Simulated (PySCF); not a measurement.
## Worked example: oscillator strength and radiative lifetime

Cd(NH2)(SeH) (CdH₃NSe), SMILES [NH2][Cd][SeH].

Coordinates come from a B3LYP-D3(BJ)/def2-SVP optimisation. The structure was generated by enumeration; whether it is a known compound was not checked. The def2 effective core potentials stand for the cores of Cd; spin–orbit coupling is left out. Other conformers were not sampled.

PySCF with TDDFT-CAM-B3LYP/def2-SVPD puts the first singlet state with f over 0.02 at 4.48 eV (vertical), with the transition dipole (0.000, 0.000, 0.539) in atomic units.

Problem. Find the oscillator strength, the wavelength and the radiative lifetime that this transition would have in vacuum if emission retraced absorption.

Solution. 
|μ|² = 0.2905 au, so |μ| = 1.37 D. ΔE = 4.48/27.211 = 0.1646 hartree. f = (2/3) ΔE |μ|² = 0.032 (the program prints 0.032).
λ = 1239.84/4.48 = 277 nm; ν = 36134 cm⁻¹.
Einstein's coefficient A = 0.6670 ν² f s⁻¹ (ν in cm⁻¹) = 2.8e7 s⁻¹, so τ = 1/A = 36 ns. This state is S1. The figure is the radiative limit of this one transition; relaxation, internal conversion, crossing to triplets and a medium change what is measured.
